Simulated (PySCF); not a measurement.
## M06-L on N(3+) (nitrogen, charge +3)

Configuration: [He] 2s2, closed-shell 1S. Calculation: PySCF 2.14, in x2c-SVPall; the spin-free X2C one-electron Hamiltonian (Gaussian nucleus).

- Total energy: -51.1470 hartree
- One-electron energy: -60.2587 hartree
- Hartree (Coulomb) energy: 14.3432 hartree
- Exchange-correlation energy: -5.2315 hartree
- ⟨S²⟩: 0.0000
- ⟨L²⟩: 0.000
- Sum of ⟨r⟩: 2.708 bohr
- Sum of ⟨r²⟩: 3.089 bohr²
- Langevin diamagnetic susceptibility: -2.45 ×10⁻⁶ cm³/mol
- Time after the integrals: 0.08 s of wall time on 1 thread of Neoverse-V2 (shared host)

| shell | electrons | mean orbital energy (eV) | rms radius, mean of both spins (bohr) |
| --- | --- | --- | --- |
| 1s | 2 | -456.62 | 0.265 |
| 2s | 2 | -68.163 | 1.21 |
